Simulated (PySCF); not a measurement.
## Dipole response of Ge²⁺ (germanium, charge +2)

[Ar] 3d10 4s2, closed-shell 1S. Computed with PySCF 2.14 in aug-cc-pwCVDZ-PP with ECP10MDF, with scalar relativity through the core potential. Coupled (time-dependent) response in atomic units; α is the mean over directions. A double-zeta set is small for polarisabilities.

```
   method  mean α (bohr³)  C₆ (like pair)  S(−4)
      UHF           11.93           47.07  71.04
      PBE           10.19           37.95  50.75
     PBE0           10.63           40.18  55.64
BHandHLYP           10.67           40.38  56.14
  r2SCAN0           10.74           41.71  54.16
```

S(−4) is the Cauchy moment in α(ω) = α(0) + S(−4) ω² + …

α(iu) at r2SCAN0:

```json
{"u (hartree)": "0", "α(iu) (bohr³)": "10.74"}
{"u (hartree)": "0.0500", "α(iu) (bohr³)": "10.60"}
{"u (hartree)": "0.100", "α(iu) (bohr³)": "10.22"}
{"u (hartree)": "0.200", "α(iu) (bohr³)": "8.956"}
{"u (hartree)": "0.300", "α(iu) (bohr³)": "7.456"}
{"u (hartree)": "0.500", "α(iu) (bohr³)": "4.963"}
{"u (hartree)": "0.750", "α(iu) (bohr³)": "3.144"}
{"u (hartree)": "1.00", "α(iu) (bohr³)": "2.181"}
{"u (hartree)": "1.50", "α(iu) (bohr³)": "1.291"}
{"u (hartree)": "2.00", "α(iu) (bohr³)": "0.9046"}
{"u (hartree)": "3.00", "α(iu) (bohr³)": "0.5686"}
{"u (hartree)": "5.00", "α(iu) (bohr³)": "0.3206"}
```

For an ion, C₆ is the dispersion term alone; charge-induced terms of lower order in 1/R come first.

Energies and moments cover only the electrons outside the core potential.
